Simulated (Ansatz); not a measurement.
C₃H₅O (SMILES [CH2-]C(C)=O), charge -1, singlet, at a GFN2-xTB geometry (a gas-phase anion, which may not be bound at this level). Base run: Ansatz (a quantum-chemistry and plane-wave program) with MP2/STO-3G.

The Ansatz input:
Ansatz 0.2 input:
```yaml
crystal:
  periodic: [false, false, false]
  atoms:
    - {symbol: O, position_ang: [-0.67653394, 0.12080852, 1.21849510]}
    - {symbol: C, position_ang: [-0.06126888, 0.12894007, 0.10847307]}
    - {symbol: C, position_ang: [0.32612189, 1.21183915, -0.61146032]}
    - {symbol: C, position_ang: [0.29018244, -1.25671085, -0.49963221]}
    - {symbol: H, position_ang: [0.90307626, -1.82217287, 0.20553908]}
    - {symbol: H, position_ang: [0.12514782, 2.21732524, -0.26908379]}
    - {symbol: H, position_ang: [0.85011731, 1.12295012, -1.55489426]}
    - {symbol: H, position_ang: [0.83013761, -1.16372880, -1.44247163]}
    - {symbol: H, position_ang: [-0.62642017, -1.82525203, -0.67133345]}
basis:
  gaussian:
    orbitals: STO-3G
total_charge: -1
magnetization: {spin_polarized: false}
correlation: {method: mp2}
```

Each row names what was changed in the base input (with any setting that the change needs).

| change | ΔE vs base (mEh) | MP2 correlation (Eh) | basis functions |
|---|---|---|---|
| base | 0.000 | -0.20503 | 25 |
| method = bccd | -41.950 | -0.20503 | 25 |
| method = ccsd_t | -51.939 | -0.20503 | 25 |
| electrons = outside_noble_gas | 0.000 | -0.20503 | 25 |
| method = bccd_t | -51.899 | -0.20503 | 25 |
| accuracy = high | -0.013 | -0.20503 | 25 |
| method = rpa | -41.933 | - | 25 |
| lower_state_search = off | 0.000 | -0.20503 | 25 |
| fitting = cc-pVTZ-JKFIT (mean field), cc-pVTZ-RIFIT (correlation) | -0.003 | -0.20502 | 25 |
| electrons = all | … | … | 25 |

Fill in the missing entries.


- electrons = all, ΔE vs base (mEh): -1.414
- electrons = all, MP2 correlation (Eh): -0.20644

Ansatz warned in this series: the method lies far from an estimate of full CI.

A gas-phase anion may not be bound at this level; its values then depend on the basis.
